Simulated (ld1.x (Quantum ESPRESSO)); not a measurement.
**Configuration tests for lead (TM)**

| Property | Result |
| --- | --- |
| Element | Pb |
| Generator | ld1.x (Quantum ESPRESSO) 7.5 |
| Type | norm-conserving Troullier–Martins (Kleinman–Bylander form) |
| Functional | PBEsol |
| Relativity | scalar-relativistic |
| Frozen core | [Xe] 4f14 |
| Valence charge | 14 |
| Reference configuration | 5d10 6s1.5 6p2.5 |
| Partial waves | 6s (bound): rc 1.90 bohr; 6p (bound): rc 1.85 bohr; 5d (bound): rc 1.55 bohr |
| Local potential | all-electron potential smoothed inside 1.55 bohr (lloc = -1) |
| Core correction | none |

Energies are relative to the spin-unpolarised reference configuration 5d10 6s1.5 6p2.5; without spin polarisation the order of configurations can differ from experiment.

| valence configuration | charge | ΔE all-electron (eV) | error AE − PS (meV) |
| --- | --- | --- | --- |
| 5d10 6s2 6p2 | 0 | -4.338 | +0.2 |
| 5d10 6s2 6p1 | +1 | 2.260 | -3.1 |
| 5d10 6s2 6p0 | +2 | 15.707 | -7.2 |
| 5d10 6s1 6p2 | +1 | 11.838 | -14 |
| 5d10 6s0 6p4 | 0 | 13.568 | -17 |
| 5d10 6s2 6p2.3 | -0.3 | -5.142 | -0.6 |
| 5d10 6s1 6p0 | +3 | 48.186 | -14 |

Levels in the configuration 5d10 6s2 6p2.3:

```json
{"level": "5d", "all-electron (eV)": "-19.215", "pseudo (eV)": "-19.199"}
{"level": "6s", "all-electron (eV)": "-10.229", "pseudo (eV)": "-10.220"}
{"level": "6p", "all-electron (eV)": "-1.872", "pseudo (eV)": "-1.867"}
```

ld1.x printed “convergence not achieved” for 6 of the counted tests; their residual had stalled under 1e-8, short of the target of 1e-14.

Note: ghost states, extra bound levels that the all-electron valence spectrum of the same l lacks: s at -114.2 eV, p at -18.8 eV. A true bound ghost makes a file unfit for plane-wave use.
